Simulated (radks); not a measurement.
All-electron atom: Be III in 1s1.5 2p0.5 (fractional occupations, a model configuration).

Calculated with a radial shooting solver on a logarithmic mesh with Libxc functionals: scalar-relativistic Kohn-Sham, PBE, spin-unpolarised, spherical densities, finite nucleus; Fermi nuclear charge, rms radius 2.519 fm.

Energy parts (eV):
total: -310.252
kinetic: 309.481
electron-nucleus: -659.936
Hartree: 87.984
exchange-correlation: -47.781

Orbitals (lengths in bohr, moments of r in powers of bohr):
orbital  occ.  eigenvalue (eV)   <r^2>     <r>   <r^4>
1s        1.5        -149.5547  0.2175  0.4010  0.1243
2s          0         -25.4382   4.311   1.918   31.57
2p        0.5         -21.8061   3.911   1.794   29.54

The highest occupied level is 2p at -21.806 eV. The configuration is held as typed, so some empty levels lie below it. Summed over all electrons, <r^2> = 2.282 bohr^2, which gives a Langevin (diamagnetic) susceptibility term of -1.81 x 10^-6 cm^3/mol.
